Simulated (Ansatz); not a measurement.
`[OH][AlH][CH2]Br` and `C[CH2][AlH][OH]` differ in one atom or group.

Ansatz, PBE0-D4/def2-TZVP geometries, multiplicity 1. Each molecule was computed in one conformer, which needn't be the lowest.

Scalar relativity is left out up to krypton.

```tsv
property	`[OH][AlH][CH2]Br`
HOMO energy (PBE0/def2-TZVPP) / eV	-7.82
HOMO energy (ωB97M-V/def2-TZVPP) / eV	-10.03
LUMO energy (PBE0/def2-TZVPP) / eV	-0.92
size of the dipole moment (PBE/def2-TZVPP) / D	2.33
LUMO energy (ωB97M-V/def2-TZVPP) / eV	0.90
HOMO–LUMO gap (PBE0/def2-TZVPP) / eV	6.91
```

Task: Give the same properties after the change, and the shifts. (An estimate is asked.)

Result: Ansatz gave: 
| property | `C[CH2][AlH][OH]` | shift |
| --- | --- | --- |
| HOMO energy (PBE0/def2-TZVPP) / eV | -7.51 | 0.31 |
| HOMO energy (ωB97M-V/def2-TZVPP) / eV | -9.74 | 0.29 |
| LUMO energy (PBE0/def2-TZVPP) / eV | -0.44 | 0.48 |
| size of the dipole moment (PBE/def2-TZVPP) / D | 1.85 | -0.48 |
| LUMO energy (ωB97M-V/def2-TZVPP) / eV | 1.10 | 0.20 |
| HOMO–LUMO gap (PBE0/def2-TZVPP) / eV | 7.07 | 0.16 |

With PBE0 the HOMO rises by 0.31 eV and the LUMO rises by 0.48 eV, so the gap widens by about 0.17 eV. PBE moves the HOMO by 0.30 eV and ωB97M-V by 0.29 eV. Dipoles are sizes alone; their direction can turn.

Spin–orbit coupling is left out; it splits and shifts lone-pair levels of the heavy atoms by tenths of an eV.
